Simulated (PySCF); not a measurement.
Au₂H₄S₂Si₂, SMILES [Au][S][SiH2][SiH2][S][Au], multiplicity 1. Atoms are numbered in the order given.

```xyz
10

Au     0.0863    -4.4066    -0.0002
S     -1.0559    -2.4570    -0.0032
Si     0.5650    -1.0359     0.0037
Si    -0.5650     1.0359     0.0037
S      1.0559     2.4570    -0.0032
Au    -0.0863     4.4066    -0.0002
H      1.4370    -1.1337    -1.2060
H      1.4302    -1.1376     1.2180
H     -1.4302     1.1376     1.2180
H     -1.4370     1.1337    -1.2060
```
Charge 0, spin multiplicity 1.

Geometry optimised at r2SCAN-D4/def2-SVP. The spin state was assumed, not searched. The def2 effective core potentials stand for the cores of Au; spin–orbit coupling is left out. One conformer was computed; it need not be the lowest.

These are M06-2X/def2-TZVP in PySCF values and carry that method's errors.

| Item | Result |
|---|---|
| total energy | -1649.06899 hartree |
| point group | C2 |
| highest occupied level | -7.79 eV |
| lowest empty level | -2.56 eV |
| orbital gap | 5.23 eV |
| dipole moment | 0.002 e·Å |
| quadrupole, principal values (traceless, Buckingham form, about the centre of nuclear charge) | -28.11, -22.86, 50.97 D·Å |
| mean static polarisability | 179.9 bohr³ (26.66 Å³) |
| polarisability, principal values | 109.8, 129.8, 300.2 bohr³ |
